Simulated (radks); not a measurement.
Results of a calculation; reference values are marked as such.
These are the eigenvalues of the occupied orbitals of an atom or ion with whole-number occupations (eV). Level of theory: scalar-relativistic Kohn-Sham, PBE, spin-unpolarised, spherical densities, point nucleus (a radial shooting solver on a logarithmic mesh with Libxc functionals).

orbital  eigenvalue
1s        -46943.20
2s        -7891.842
2p        -7067.597
3s        -1937.903
3p        -1680.261
3d        -1331.599
4s        -586.7456
4p        -500.1119
4d        -378.1829
5s        -247.5842
4f        -243.6042

Which element is it, and in what charge state? The configuration may be excited.

Answer. Z = 62, samarium, charge +13: Sm13+ in [Kr] 4d10 4f1 5s2. The list shows which subshells hold electrons but not how many an open one holds; the 1s level, -1725.1 hartree, gives Z - s = 58.7 by -(Z - s)^2/2, which with screening and relativity narrows Z to a few neighbours, and the depths of the outer levels then fix element, charge and occupations together.
